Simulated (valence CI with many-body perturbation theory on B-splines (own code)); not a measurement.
## A CI+MBPT run for Kr¹⁵⁺

Computed by valence CI with perturbative core correlation (CI+MBPT): three valence electrons over a frozen Dirac-Fock core [Ar], radial functions for each j: 6 s, 6 p, 5 d, 5 f, 1 g, with the one-electron correlation potential Σ1 (screened to all orders), the two-electron term Σ2, the three-electron term Σ3, Breit, model QED; selected single and double excitations, second order for the rest, scaled by the run's own slope (own B-spline code, finite nucleus).

Command, and the settings that its task file holds:

```sh
python run_cv.py task.json out
```

```
atom Kr  Z=36  mass_number=84  rms_radius_fm=4.1884
core [Ar]
valence 3d3
avg = 1
basis = S
breit = 1
cap = 10000
capref = 1200
cscale = 1
de = 0.0
dress = 0
eps = 2e-08
extrap = 1
h = 0.27
hh = 1
l2 = 3
lcore = 6
maxit = 60
n2 = 5
natural = 1
nlev = 21
nno = [3, 3, 3, 3, 1]
nroot = 26
nsp = [3, 3, 2, 2, 0]
pt2 = 1
qed = 1
rpa = 1
s1 = 1
s2 = 1
s3 = 1
screen = 1
tol = 0.03
whole = 1
```

It took 18 s on 1 thread of Arm Neoverse V1, with other jobs on the host.

Log. The first blocks belong to the next ion, which gives the ionisation energy. Fields: 2J, parity (1 odd), roots, reference size, generating configurations, candidates as configurations/state functions, variational space P, stored matrix elements, Davidson steps; e2 is the range of second-order energies in hartree. The first line gives the box (bohr), its intervals, the orbitals and the steps of their self-consistent field. Window is the range of levels sought, series limit the energy at which the first omitted orbital would enter, core excitation an estimate of the first excitation out of the core, left out the lowest levels not solved, and shifts from estimates the range by which levels moved from their first estimate, all in cm⁻¹.

```
rmax 7.2 intervals 61 orbitals 40 references ['3d3', '3d2 4s', '3d2 4p'] scf 4 t 0.9
2J=4 par=0 roots 2 ref 42 generators 3 cand 282/282 P 324/324 nnz 0 it 0
2J=4 par=0 roots 2 ref 42 generators 6 cand 11/11 P 335/335 nnz 0 it 0
   second order: generators 10 cand 0/0 e2 -0.00000 -0.00000
2J=6 par=0 roots 2 ref 32 generators 4 cand 235/235 P 267/267 nnz 0 it 0
2J=6 par=0 roots 2 ref 32 generators 10 cand 5/5 P 272/272 nnz 0 it 0
   second order: generators 16 cand 10/10 e2 -0.00000 -0.00000
2J=8 par=0 roots 2 ref 24 generators 2 cand 180/180 P 204/204 nnz 0 it 0
2J=8 par=0 roots 2 ref 24 generators 3 cand 14/14 P 218/218 nnz 0 it 0
   second order: generators 7 cand 2/2 e2 -0.00000 -0.00000
reference levels 431, estimated 19, window 166504 1/cm; series limit 3068540, core excitation 810386
2J=3 par=0 roots 5 ref 31 generators 4 cand 101/224 P 729/1775 nnz 0 it 1
2J=3 par=0 roots 5 ref 31 generators 5 cand 88/202 P 817/1977 nnz 0 it 2
   second order: generators 7 cand 951/1994 e2 -0.00001 -0.00000
2J=5 par=0 roots 5 ref 33 generators 3 cand 103/259 P 711/1999 nnz 0 it 1
2J=5 par=0 roots 5 ref 33 generators 3 cand 70/172 P 781/2171 nnz 0 it 2
   second order: generators 5 cand 785/2156 e2 -0.00001 -0.00000
2J=7 par=0 roots 3 ref 25 generators 2 cand 111/258 P 654/1806 nnz 0 it 1
2J=7 par=0 roots 3 ref 25 generators 2 cand 63/157 P 717/1963 nnz 0 it 2
   second order: generators 4 cand 788/2277 e2 -0.00001 -0.00000
2J=9 par=0 roots 3 ref 18 generators 3 cand 92/190 P 588/1437 nnz 0 it 1
2J=9 par=0 roots 3 ref 18 generators 3 cand 53/109 P 641/1546 nnz 0 it 2
   second order: generators 3 cand 24/69 e2 -0.00000 -0.00000
2J=1 par=0 roots 2 ref 19 generators 2 cand 89/138 P 635/1006 nnz 0 it 0
2J=1 par=0 roots 2 ref 19 generators 2 cand 50/78 P 685/1084 nnz 0 it 0
   second order: generators 4 cand 480/649 e2 -0.00000 -0.00000
2J=11 par=0 roots 1 ref 6 generators 1 cand 41/99 P 397/876 nnz 0 it 0
2J=11 par=0 roots 1 ref 6 generators 1 cand 43/74 P 440/950 nnz 0 it 0
   second order: generators 2 cand 439/1207 e2 -0.00000 -0.00000
left out: unestimated 1710185, estimated none, shifts from estimates -8 to 0
operators 1.3
```

The Davidson iterations converged. The settings are bad on purpose, so the numbers may not be properties of the ion.

No measured levels were compared; by estimate terms of the open shell hold to 2 to 4 % of their energy, and close levels can change places. Only levels of the ground parity were solved; by the run's estimate the other parity begins above the list, which can be wrong where configurations are misplaced.

```yaml
Valence_energy: -65.14896 hartree
Ionisation_energy: "540.34 eV (NIST: 540 ± 3 eV (theoretical))"
Reference_configurations_for_the_orbitals: 3d3, 3d2 4s, 3d2 4p
Radial_orbitals: 40
Box_radius: 7.163 bohr
Largest_variational_space: 2171
Lowest_levels: 3d3 4F_3/2 0.0, 3d3 4F_5/2 5890, 3d3 4F_7/2 12530, 3d3 4F_9/2 19245, 3d3 4P_3/2 43269, 3d3 4P_1/2 44547, 3d3 2G_7/2 51096, 3d3 4P_5/2 53653, 3d3 2G_9/2 54234, 3d3 2D_3/2 [a] 63060, 3d3 2P_1/2 67023, 3d3 2H_11/2 73058, 3d3 2H_9/2 73572, 3d3 2D_5/2 [a] 76135 cm⁻¹
```

Names give the largest LS component (configuration and term), which can be under half, so a name can repeat, a term be missing and a line seem to break the LS rules; names also repeat where a configuration has a term twice. Letters in brackets count levels of one name in rising energy.
